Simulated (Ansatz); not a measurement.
Relaxation of B2GeH7N (11 atoms, charge 0, multiplicity 1), to a largest force component of 0.02 eV/Å in at most 50 steps.

Theory: RKS r2SCAN/def2-SVP in Ansatz.

```xyz
11
Properties=species:S:1:pos:R:3
B -1.480 1.520 -0.199
Ge -0.873 -0.341 -0.104
B 0.917 -0.360 0.761
N 2.232 -0.885 0.018
H -1.756 2.044 -1.280
H -1.673 2.211 0.776
H -0.731 -0.926 -1.528
H -1.821 -1.169 0.728
H 1.080 0.066 1.917
H 1.939 -1.877 -0.232
H 2.231 -0.339 -0.837
```

Where does it end, and by what steps?

The forces met the threshold. After 13 steps the energy has fallen by 1.914 eV; H10 moved furthest, 1.39 Å.

```tsv
step	energy less start (eV)	largest force component (eV/Å)	accepted
0	0.0000	3.553	yes
1	-0.3870	1.869	yes
2	-0.6183	1.676	yes
3	-0.8568	2.132	yes
4	-1.1292	2.035	yes
5	-1.5251	2.110	yes
6	-1.7610	0.887	yes
7	-1.8685	0.304	yes
8	-1.7949	0.945	no
9	-1.8926	0.249	yes
10	-1.9083	0.087	yes
11	-1.9128	0.052	yes
12	-1.9134	0.041	yes
13	-1.9142	0.017	yes
```

```xyz
11
Properties=species:S:1:pos:R:3
B -1.517 1.651 -0.177
Ge -0.986 -0.320 -0.167
B 0.906 -0.489 0.672
N 1.977 -0.918 -0.101
H -1.337 2.351 -1.145
H -1.953 2.168 0.825
H -0.970 -0.937 -1.586
H -1.970 -1.154 0.680
H 1.100 -0.209 1.834
H 2.918 -1.020 0.265
H 1.896 -1.179 -1.079
```

Whether the end is a true minimum wasn't checked by a vibrational analysis.

Run time: 37 s on 2 threads of Intel(R) Xeon(R) CPU @ 2.80GHz (Skylake/Cascade Lake) (shared host), peak memory 0.19 GiB.
